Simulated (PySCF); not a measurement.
C₇H₇, SMILES C1=CC2C=C[C]1C2, doublet (PBE0/def2-SVP optimised geometry):

```
14

C     -1.164    -0.716    -1.077
C     -1.162     0.327    -0.235
C      0.308     0.718     0.000
C      0.897     1.203    -1.337
C      0.889     0.157    -2.176
C      0.296    -0.973    -1.367
C      0.920    -0.720     0.000
H     -2.019    -1.217    -1.533
H     -2.020     0.865     0.173
H      0.503     1.358     0.872
H      1.195     2.232    -1.547
H      1.157     0.134    -3.233
H      2.020    -0.720     0.000
H      0.521    -1.358     0.802
```

Computed with unrestricted PBE0/def2-TZVP (PySCF).

Q: What are the frontier orbital energies (α orbitals alone; a β orbital can be the lowest empty one) and the dipole moment?

A: HOMO-2 -7.87 eV, HOMO-1 -6.67 eV, HOMO -6.18 eV, LUMO -0.49 eV, LUMO+1 0.90 eV; dipole moment 0.88 D.

On the same geometry unrestricted PBE/def2-TZVP (PySCF 2.14.0) gives HOMO-2 -6.63 eV, HOMO-1 -5.61 eV, HOMO -4.82 eV, LUMO -1.49 eV, LUMO+1 -0.19 eV; dipole moment 0.90 D.

Meta-Löwdin charges at PBE0/def2-TZVP: C1 -0.14, C2 -0.14, C3 -0.09, C4 -0.14, C5 -0.14, C6 -0.02, C7 -0.18, H8 0.13, H9 0.12, H10 0.11, H11 0.12, H12 0.13, H13 0.11, H14 0.11.
